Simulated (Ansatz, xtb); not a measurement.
# Relaxing a trial structure of C2H5AlCl

The starting geometry of this gas-phase doublet was built from a drawn formula by distance geometry and a force field; its bonds are those of `C[C@H]([AlH])Cl`.

```yaml
atoms:
  - { symbol: C, position_ang: [0.8483, -0.8165, 2.3279] }
  - { symbol: C, position_ang: [-0.3368, -0.4201, 1.4422] }
  - { symbol: Al, position_ang: [-0.2590, -1.2888, -0.3496] }
  - { symbol: Cl, position_ang: [-0.3431, 1.3403, 1.2199] }
  - { symbol: H, position_ang: [0.8465, -1.8936, 2.4606] }
  - { symbol: H, position_ang: [1.8222, -0.4908, 1.8375] }
  - { symbol: H, position_ang: [0.7679, -0.3334, 3.3261] }
  - { symbol: H, position_ang: [-1.2520, -0.7128, 1.9180] }
  - { symbol: H, position_ang: [-0.1554, -0.3943, -1.6824] }
```

Question: Predict what it relaxes into with r2SCAN-D4/def2-SVP.

Answer: A new bond forms, giving a structure with Cl4 bridging Al3 and C2, given below by its coordinates. Contacts that close: Al3–Cl4 (3.06 → 2.47 Å).

The energy falls by 0.40 eV over 13 steps:

```csv
step,E − E(last) (eV)
1,0.399
2,0.320
4,0.297
5,0.287
6,0.263
8,0.104
9,0.054
10,0.015
12,0.000
13,0.000
```

Final geometry (Å):

```yaml
atoms:
  - { symbol: C, position_ang: [0.8714, -0.8116, 2.2180] }
  - { symbol: C, position_ang: [-0.4555, -0.6232, 1.5374] }
  - { symbol: Al, position_ang: [-0.7422, -0.7083, -0.4336] }
  - { symbol: Cl, position_ang: [-0.6819, 1.2459, 1.0705] }
  - { symbol: H, position_ang: [0.9642, -1.8850, 2.4618] }
  - { symbol: H, position_ang: [1.7153, -0.5461, 1.5631] }
  - { symbol: H, position_ang: [0.9624, -0.2480, 3.1621] }
  - { symbol: H, position_ang: [-1.3092, -0.7919, 2.2106] }
  - { symbol: H, position_ang: [0.6141, -0.6417, -1.2896] }
```

From the same start GFN2-xTB reaches the same bonding as this run.

No frequencies were run, so the end isn't proven a minimum. Open shells are spin-unrestricted. Run with Ansatz 0.2.0, 110 s on 2 threads of Arm Neoverse V1 (shared host).
